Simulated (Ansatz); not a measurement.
System: SnH$_{3}$, net charge 0, doublet state. 
Structure (B3LYP-D3(BJ)/def2-TZVP (Ansatz, a first-principles code) minimum search):
```
Sn
H 1 1.7237
H 1 1.7237 2 109.12
H 1 1.7237 2 109.12 3 119.15
```
Charge 0, spin multiplicity 2.

Basis-set convergence of Hartree-Fock and CCSD correlation energies (hartree) with Ansatz. Valence correlation only, unless marked. Open shells are spin-unrestricted. Spin-orbit coupling is left out. Frozen are the shells of the preceding noble gas and the d and f shells that filled before the atom's block. In def2 rows, elements after Kr have scalar-relativistic effective core potentials.

| basis | functions | E(HF) | E(corr, CCSD) |
|---|---|---|---|
| def2-SVPD | 56 | -215.03915 | -0.11262 |
| def2-TZVPPD | 107 | -215.04867 | -0.12868 |
| def2-QZVPPD | 187 | -215.05041 | -0.13385 |

Extrapolating the two largest sets (X = 3 and 4) as X^-3: E(corr) = (64·(-0.13385) - 27·(-0.12868))/37 = -0.1376 Eh, an estimate of the basis-set limit. The largest set recovers 97.3 % of it, the smallest 81.8 %.
